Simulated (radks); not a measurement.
Species: Re3+. Configuration: [Xe] 4f14 5d3 6s1 (not the ground configuration).

Method: scalar-relativistic Kohn-Sham, PBEsol, spin-polarised, spherical densities, finite nucleus; open shells are filled with parallel spins first (spin-orbit coupling, left out, can overturn this in heavy ions); Fermi nuclear charge, rms radius 5.3698 fm; computed with a radial shooting solver on a logarithmic mesh with Libxc functionals.

Energy parts (Ry):
total: -33365.2069
kinetic: 36854.2413
electron-nucleus: -82413.5825
Hartree: 12843.2484
exchange-correlation: -649.1141

Orbitals (lengths in bohr, moments of r in powers of bohr):
[
 {"orbital": "1s up", "occ.": "1", "eigenvalue (Ry)": "-5265.735", "<r^2>": "0.0004483"},
 {"orbital": "1s down", "occ.": "1", "eigenvalue (Ry)": "-5265.733", "<r^2>": "0.0004483"},
 {"orbital": "2s up", "occ.": "1", "eigenvalue (Ry)": "-915.1276", "<r^2>": "0.006880"},
 {"orbital": "2s down", "occ.": "1", "eigenvalue (Ry)": "-915.1133", "<r^2>": "0.006880"},
 {"orbital": "2p up", "occ.": "3", "eigenvalue (Ry)": "-799.2539", "<r^2>": "0.005709"},
 {"orbital": "2p down", "occ.": "3", "eigenvalue (Ry)": "-799.2421", "<r^2>": "0.005709"},
 {"orbital": "3s up", "occ.": "1", "eigenvalue (Ry)": "-213.7548", "<r^2>": "0.04460"},
 {"orbital": "3s down", "occ.": "1", "eigenvalue (Ry)": "-213.7490", "<r^2>": "0.04460"},
 {"orbital": "3p up", "occ.": "3", "eigenvalue (Ry)": "-179.5720", "<r^2>": "0.04542"},
 {"orbital": "3p down", "occ.": "3", "eigenvalue (Ry)": "-179.5657", "<r^2>": "0.04542"},
 {"orbital": "3d up", "occ.": "5", "eigenvalue (Ry)": "-140.7425", "<r^2>": "0.03765"},
 {"orbital": "3d down", "occ.": "5", "eigenvalue (Ry)": "-140.7323", "<r^2>": "0.03765"},
 {"orbital": "4s up", "occ.": "1", "eigenvalue (Ry)": "-46.54144", "<r^2>": "0.2193"},
 {"orbital": "4s down", "occ.": "1", "eigenvalue (Ry)": "-46.52735", "<r^2>": "0.2193"},
 {"orbital": "4p up", "occ.": "3", "eigenvalue (Ry)": "-35.32361", "<r^2>": "0.2499"},
 {"orbital": "4p down", "occ.": "3", "eigenvalue (Ry)": "-35.30984", "<r^2>": "0.2498"},
 {"orbital": "4d up", "occ.": "5", "eigenvalue (Ry)": "-21.23467", "<r^2>": "0.2898"},
 {"orbital": "4d down", "occ.": "5", "eigenvalue (Ry)": "-21.21804", "<r^2>": "0.2895"},
 {"orbital": "5s up", "occ.": "1", "eigenvalue (Ry)": "-8.76383", "<r^2>": "1.196"},
 {"orbital": "5s down", "occ.": "1", "eigenvalue (Ry)": "-8.64083", "<r^2>": "1.180"},
 {"orbital": "5p up", "occ.": "3", "eigenvalue (Ry)": "-5.93453", "<r^2>": "1.607"},
 {"orbital": "5p down", "occ.": "3", "eigenvalue (Ry)": "-5.77247", "<r^2>": "1.578"},
 {"orbital": "4f up", "occ.": "7", "eigenvalue (Ry)": "-5.59456", "<r^2>": "0.4186"},
 {"orbital": "4f down", "occ.": "7", "eigenvalue (Ry)": "-5.56412", "<r^2>": "0.4123"},
 {"orbital": "5d up", "occ.": "3", "eigenvalue (Ry)": "-2.70596", "<r^2>": "3.090"},
 {"orbital": "5d down", "occ.": "0", "eigenvalue (Ry)": "-2.48471", "<r^2>": "3.054"},
 {"orbital": "6s up", "occ.": "1", "eigenvalue (Ry)": "-2.34628", "<r^2>": "6.669"},
 {"orbital": "6s down", "occ.": "0", "eigenvalue (Ry)": "-2.12283", "<r^2>": "6.841"}
]

The highest occupied level is 6s up at -31.923 eV. The configuration is held as typed, so some empty levels lie below it. Spin moment in Bohr magnetons: 4. The spin density at the nucleus is 148.0 e/bohr^3 (1s 0.4, 2s -1.1, 3s 0.1, 4s 1.2, 5s -17.4, 6s 164.8). Summed over all electrons, <r^2> = 39.31 bohr^2, which gives a Langevin (diamagnetic) susceptibility term of -31.1 x 10^-6 cm^3/mol.
